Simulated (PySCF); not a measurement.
## C⁺ (carbon, charge +1) across methods

[He] 2s1 2p1 3s1, high-spin 4P determinant (an excited configuration). All numbers are calculated (PySCF 2.14, the non-relativistic Hamiltonian (point nucleus), in dyall-av2z).

```csv
method,E (hartree),mean ε 2s α (eV),mean ε 2p α (eV),mean ε 3s α (eV),Σ⟨r²⟩ (bohr²),⟨S²⟩
M06,-36.6674,-35.960,-27.728,-8.629,24.22,3.750
B3LYP,-36.6846,-35.802,-27.686,-8.498,24.27,3.750
PBEsol,-36.4692,-34.024,-25.808,-8.144,24.30,3.750
r2SCAN,-36.6722,-34.839,-26.757,-8.166,24.63,3.750
LDA,-36.3007,-33.990,-25.765,-8.186,24.16,3.750
B97-3,-36.6756,-36.438,-28.167,-8.701,24.37,3.750
UHF,-36.60201,-42.575,-34.118,-9.955,24.90,3.750
PBE0,-36.6459,-36.352,-28.129,-8.701,24.34,3.750
PBE,-36.6361,-34.148,-26.031,-8.173,24.16,3.750
```

The outer electron is Rydberg-like, and this basis confines it to a smaller radius and binds it less than a complete one would.
